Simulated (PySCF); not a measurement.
Isomers of C2H3B. All species are isolated molecules in the gas phase. Strings in code marks are SMILES.

The numbers are results of B3LYP-D3(BJ)/def2-TZVP (PySCF), not measurements. B3LYP has the VWN-RPA correlation part, as in Gaussian. 

```json
[
 {"species": "`C=C=B`", "HOMO (eV)": "-6.14", "dipole moment (D)": "0.66", "HOMO–LUMO gap (eV)": "3.33"},
 {"species": "`BC#C`", "HOMO (eV)": "-7.87", "dipole moment (D)": "1.00", "HOMO–LUMO gap (eV)": "5.27"},
 {"species": "`B1C=C1`", "HOMO (eV)": "-7.81", "dipole moment (D)": "1.15", "HOMO–LUMO gap (eV)": "7.31"}
]
```
